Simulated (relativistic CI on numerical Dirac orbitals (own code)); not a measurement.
# Calculated levels, Ba XLVII

Calculated at this level of theory: Dirac-Coulomb-Breit CI, KLI orbitals optimised for each configuration, QED by a radiative potential, unscaled Slater integrals (own radial code, finite nucleus).

Configuration list (outside the closed core 1s2): 2s²2p⁶, 2s²2p⁵3s, 2s²2p⁵3p, 2s²2p⁵3d, 2s2p⁶3s, 2s2p⁶3p, 2s2p⁶3d, 2s²2p⁵4s, 2s²2p⁵4p, 2s²2p⁵4d, 2s²2p⁵4f, 2s2p⁶4s, 2s2p⁶4p, 2s²2p⁴3s², 2s2p⁶4d, 2s2p⁶4f. Levels of other configurations are missing.

| No. | Configuration | Term | J | E (Ry) | % | Next component (%) | Landé g | Lifetime (s) |
| --- | --- | --- | --- | --- | --- | --- | --- | --- |
| 1 | 2s²2p⁶ | ¹S | 0 | 0.000 | 100 |  |  |  |
| 2 | 2s²2p⁵3s | ³P° | 2 | 335.259 | 100 |  | 1.484 | 3.12e-09 |
| 3 | 2s²2p⁵3s | ¹P° | 1 | 335.690 | 66 | 34 ³P° | 1.150 | 2.38e-14 |
| 4 | 2s²2p⁵3p | ³P | 1 | 342.439 | 48 | 35 ³S | 1.530 | 4.92e-11 |
| 5 | 2s²2p⁵3p | ³D | 2 | 342.617 | 51 | 33 ¹D | 1.149 | 5.95e-12 |
| 6 | 2s²2p⁵3p | ³D | 3 | 350.071 | 100 |  | 1.320 | 5.60e-12 |
| 7 | 2s²2p⁵3p | ¹P | 1 | 350.075 | 57 | 34 ³S | 1.283 | 6.20e-12 |
| 8 | 2s²2p⁵3p | ³P | 2 | 350.716 | 67 | 33 ¹D | 1.321 | 2.90e-12 |
| 9 | 2s²2p⁵3p | ¹S | 0 | 353.501 | 56 | 44 ³P |  | 3.00e-12 |
| 10 | 2s²2p⁵3d | ³P° | 0 | 358.285 | 100 |  |  | 6.33e-12 |
| 11 | 2s²2p⁵3d | ³P° | 1 | 358.749 | 74 | 26 ³D° | 1.226 | 3.60e-13 |
| 12 | 2s²2p⁵3d | ³F° | 3 | 359.004 | 55 | 38 ¹F° | 1.056 | 5.74e-12 |
| 13 | 2s²2p⁵3d | ³D° | 2 | 359.337 | 56 | 17 ³F° | 1.092 | 5.40e-12 |
| 14 | 2s²2p⁵3d | ³F° | 4 | 360.486 | 100 |  | 1.239 | 1.90e-11 |
| 15 | 2s²2p⁵3d | ¹D° | 2 | 360.819 | 52 | 39 ³P° | 1.170 | 1.49e-11 |
| 16 | 2s²2p⁵3d | ³D° | 3 | 361.354 | 70 | 28 ¹F° | 1.225 | 1.69e-11 |
| 17 | 2s²2p⁵3d | ¹P° | 1 | 362.840 | 56 | 24 ³D° | 0.963 | 1.25e-15 |
| 18 | 2s²2p⁵3s | ³P° | 0 | 364.151 | 100 |  |  | 7.76e-10 |
| 19 | 2s²2p⁵3s | ³P° | 1 | 364.495 | 59 | 32 ¹P° | 1.277 | 4.64e-14 |
| 20 | 2s²2p⁵3p | ³D | 1 | 371.280 | 73 | 23 ¹P | 0.649 | 5.06e-11 |
| 21 | 2s²2p⁵3p | ³P | 0 | 373.734 | 56 | 44 ¹S |  | 1.01e-11 |
| 22 | 2s²2p⁵3p | ³P | 1 | 378.985 | 51 | 27 ³S | 1.487 | 4.86e-12 |
| 23 | 2s²2p⁵3p | ³D | 2 | 379.218 | 49 | 34 ¹D | 1.155 | 2.84e-12 |
| 24 | 2s²2p⁵3d | ³F° | 2 | 387.822 | 74 | 21 ¹D° | 0.757 | 5.58e-12 |
| 25 | 2s2p⁶3s | ³S | 1 | 388.293 | 98 | 1 2s²2p⁵3p ³S | 1.980 | 3.58e-13 |
| 26 | 2s²2p⁵3d | ³D° | 1 | 389.155 | 47 | 38 ¹P° | 0.835 | 1.71e-15 |
| 27 | 2s²2p⁵3d | ³P° | 2 | 389.640 | 46 | 37 ³D° | 1.277 | 1.53e-11 |
| 28 | 2s2p⁶3s | ¹S | 0 | 389.737 | 100 |  |  | 4.25e-13 |
| 29 | 2s²2p⁵3d | ³F° | 3 | 389.853 | 43 | 34 ¹F° | 1.102 | 1.76e-11 |
| 30 | 2s2p⁶3p | ³P° | 0 | 395.483 | 100 |  |  | 3.78e-13 |
| 31 | 2s2p⁶3p | ³P° | 1 | 395.645 | 69 | 30 ¹P° | 1.326 | 2.05e-14 |
| 32 | 2s2p⁶3p | ³P° | 2 | 403.166 | 100 |  | 1.489 | 3.53e-13 |
| 33 | 2s2p⁶3p | ¹P° | 1 | 403.485 | 69 | 31 ³P° | 1.150 | 7.15e-15 |
| 34 | 2s2p⁶3d | ³D | 1 | 411.710 | 100 |  | 0.496 | 4.00e-13 |
| 35 | 2s2p⁶3d | ³D | 2 | 411.977 | 83 | 17 ¹D | 1.126 | 3.24e-13 |
| 36 | 2s2p⁶3d | ³D | 3 | 413.451 | 100 |  | 1.324 | 3.88e-13 |
| 37 | 2s2p⁶3d | ¹D | 2 | 414.366 | 83 | 17 ³D | 1.025 | 2.23e-13 |
| 38 | 2s²2p⁵4s | ³P° | 2 | 460.938 | 100 |  | 1.485 | 6.08e-14 |
| 39 | 2s²2p⁵4s | ¹P° | 1 | 461.084 | 66 | 34 ³P° | 1.146 | 3.22e-14 |
| 40 | 2s²2p⁵4p | ³P | 1 | 463.921 | 49 | 34 ³S | 1.521 | 4.90e-14 |
| 41 | 2s²2p⁵4p | ³D | 2 | 463.974 | 50 | 33 ¹D | 1.150 | 4.86e-14 |
| 42 | 2s²2p⁵4p | ³D | 3 | 467.032 | 100 |  | 1.322 | 6.26e-14 |
| 43 | 2s²2p⁵4p | ¹P | 1 | 467.046 | 58 | 34 ³S | 1.284 | 6.11e-14 |
| 44 | 2s²2p⁵4p | ³P | 2 | 467.270 | 67 | 33 ¹D | 1.323 | 6.31e-14 |
| 45 | 2s²2p⁵4p | ¹S | 0 | 468.261 | 64 | 36 ³P |  | 6.51e-14 |
| 46 | 2s²2p⁵4d | ³P° | 0 | 470.179 | 100 |  |  | 2.92e-14 |
| 47 | 2s²2p⁵4d | ³P° | 1 | 470.348 | 71 | 28 ³D° | 1.204 | 2.78e-14 |
| 48 | 2s²2p⁵4d | ³F° | 3 | 470.421 | 54 | 39 ¹F° | 1.057 | 2.93e-14 |
| 49 | 2s²2p⁵4d | ³D° | 2 | 470.543 | 56 | 17 ³F° | 1.085 | 2.94e-14 |
| 50 | 2s²2p⁵4d | ³F° | 4 | 471.088 | 100 |  | 1.241 | 2.89e-14 |
| 51 | 2s²2p⁵4d | ¹D° | 2 | 471.210 | 52 | 39 ³P° | 1.178 | 2.89e-14 |
| 52 | 2s²2p⁵4d | ³D° | 3 | 471.397 | 70 | 28 ¹F° | 1.228 | 2.90e-14 |
| 53 | 2s²2p⁵4d | ¹P° | 1 | 471.990 | 64 | 23 ³D° | 0.959 | 2.87e-15 |
| 54 | 2s²2p⁵4f | ³D | 1 | 472.962 | 100 |  | 0.507 | 1.36e-14 |
| 55 | 2s²2p⁵4f | ³G | 4 | 473.005 | 52 | 46 ¹G | 1.022 | 1.40e-14 |
| 56 | 2s²2p⁵4f | ³D | 2 | 473.083 | 57 | 41 ³F | 0.952 | 1.38e-14 |
| 57 | 2s²2p⁵4f | ³F | 3 | 473.153 | 52 | 22 ³G | 0.997 | 1.39e-14 |
| 58 | 2s²2p⁵4f | ³G | 5 | 473.327 | 100 |  | 1.192 | 1.42e-14 |
| 59 | 2s²2p⁵4f | ¹D | 2 | 473.403 | 65 | 21 ³D | 0.993 | 1.40e-14 |
| 60 | 2s²2p⁵4f | ¹F | 3 | 473.444 | 46 | 40 ³D | 1.131 | 1.40e-14 |
| 61 | 2s²2p⁵4f | ³F | 4 | 473.499 | 73 | 21 ¹G | 1.178 | 1.42e-14 |
| 62 | 2s²2p⁵4s | ³P° | 0 | 489.877 | 100 |  |  | 6.07e-14 |
| 63 | 2s²2p⁵4s | ³P° | 1 | 489.941 | 66 | 34 ¹P° | 1.317 | 4.65e-14 |
| 64 | 2s²2p⁵4p | ³D | 1 | 492.831 | 74 | 23 ¹P | 0.651 | 4.82e-14 |
| 65 | 2s²2p⁵4p | ³P | 0 | 493.610 | 64 | 36 ¹S |  | 5.02e-14 |
| 66 | 2s²2p⁵4p | ³P | 1 | 496.015 | 51 | 29 ³S | 1.497 | 6.28e-14 |
| 67 | 2s²2p⁵4p | ³D | 2 | 496.062 | 50 | 34 ¹D | 1.158 | 6.23e-14 |
| 68 | 2s²2p⁵4d | ³F° | 2 | 499.329 | 74 | 20 ¹D° | 0.757 | 2.94e-14 |
| 69 | 2s²2p⁵4d | ³D° | 1 | 499.819 | 49 | 35 ¹P° | 0.834 | 4.49e-15 |
| 70 | 2s²2p⁵4d | ³P° | 2 | 500.124 | 47 | 36 ³D° | 1.287 | 2.89e-14 |

Energies count from the lowest computed level; ° marks odd parity; lifetimes are radiative, by E1, M1, E2, M2 decay to levels of this space only.

The mean weight of the leading LS term, summed over parents, in these 70 levels is 71 %, and that of the leading jj configuration (from the same eigenvectors) 99 %, so jj coupling describes them better and the LS labels are nominal.

At this charge energies of transitions that change n are usually good to better than 1 %, and those within a shell (Δn = 0) to a few per cent.

LS names give the leading component of a level, which can be under half, so a name can repeat, a term be missing and a line seem to break the LS rules.
